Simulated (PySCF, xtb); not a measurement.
H6SSi2, SMILES [SiH3]S[SiH3].

Harmonic wavenumbers (cm⁻¹) from GFN2-xTB (xtb 6.7.1) at its own minimum, in rising order: 79, 83, 123, 479, 502, 516, 544, 546, 589, 742, 758, 760, 771, 773, 800, 2290, 2302, 2303, 2313, 2372, 2376.

Question: What does PBE-D3(BJ)/def2-SVP (PySCF) give at its own minimum? (An estimate is asked for; the answer gives what the named calculation found.)

Answer: 64, 92, 127, 472, 503, 575, 595, 612, 651, 867, 889, 890, 899, 914, 933, 2153, 2160, 2162, 2166, 2192, 2192. Paired by order, the mean absolute difference is 95 cm⁻¹ and the zero-point energies are 31.5 and 31.6 kcal/mol.
